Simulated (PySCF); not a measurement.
C₃H₆GeO, SMILES C#C[CH2][GeH2][OH].

The structure is a stationary point at B3LYP-D3(BJ)/def2-SVP. The structure was generated by enumeration, and PubChem lists no compound with its InChIKey, so it may never have been made. Other conformers were not sampled.

Computed with PySCF 2.14.0 with TDA-PBE/def2-SVPD.

Vertical excitations. Isolated molecule, no solvent. State labels are in the subgroup Cs.

```csv
state,symmetry,energy (eV),λ (nm),f,main pairs
S1,A',5.50,225,0.007,HOMO→LUMO 96 %
S2,A",5.73,216,0.000,HOMO−1→LUMO 100 %
S3,A",6.19,200,0.008,HOMO−2→LUMO 98 %
S4,A',6.22,199,0.018,"HOMO→LUMO+2 69 %, HOMO→LUMO+1 28 %"
S5,A",6.31,196,0.000,"HOMO−1→LUMO+1 67 %, HOMO→LUMO+3 33 %"
S6,A',6.42,193,0.080,"HOMO→LUMO+1 49 %, HOMO→LUMO+2 28 %, HOMO−1→LUMO+3 16 %"
S7,A",6.43,193,0.000,"HOMO→LUMO+3 63 %, HOMO−1→LUMO+1 31 %"
S8,A",6.54,190,0.005,HOMO−1→LUMO+2 95 %
S9,A",6.71,185,0.009,HOMO−2→LUMO+1 96 %
S10,A',6.85,181,0.005,"HOMO→LUMO+4 78 %, HOMO−1→LUMO+3 20 %"
T1,A',5.12,242,0,"HOMO→LUMO 44 %, HOMO→LUMO+1 33 %, HOMO−1→LUMO+3 13 %"
T2,A',5.48,226,0,"HOMO→LUMO 54 %, HOMO−1→LUMO+3 24 %, HOMO→LUMO+1 18 %"
T3,A",5.58,222,0,"HOMO−1→LUMO 56 %, HOMO→LUMO+3 25 %, HOMO−1→LUMO+1 14 %"
T4,A',5.71,217,0,"HOMO−1→LUMO+3 60 %, HOMO→LUMO+1 33 %"
```
Triplets are in the Tamm–Dancoff approximation.
